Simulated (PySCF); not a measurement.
# How methods differ on the interval between two levels of O+

O+ [He] 2s2 2p3 [4S3/2, M_J = 3/2] → O+ [He] 2s2 2p2 3s1 [4P5/2, M_J = 5/2], as a difference of total energies. Computed with PySCF 2.14 in x2c-SVPall-2c with one added diffuse shell of s type (4s2p1d, 15 functions), with the two-component X2C-1e Hamiltonian. Correlated levels: 1s2 frozen. "Screened" scales the spin-orbit matrix elements by Boettger's factors to mimic the two-electron term; Breit and QED terms are absent.

```csv
method,interval between two levels (cm⁻¹),error (cm⁻¹)
GHF (spin-free),186290,+795
GMP2 (spin-free),187340,+1839
GHF (screened spin-orbit),186410,+912
GMP2 (screened spin-orbit),187450,+1954
```

Reference: 185500 cm⁻¹ (measured; NIST Handbook of Basic Atomic Spectroscopic Data (Sansonetti and Martin, J. Phys. Chem. Ref. Data 34, 1559 (2005))).

Errors of the correlated levels include the incompleteness of this basis and the frozen core.

The labels give the starting determinants; with spin-orbit coupling the two ends relaxed to ⟨J²⟩ = 3.76, ⟨L²⟩ = 0.00, ⟨S²⟩ = 3.76 and ⟨J²⟩ = 8.75, ⟨L²⟩ = 2.00, ⟨S²⟩ = 3.75.
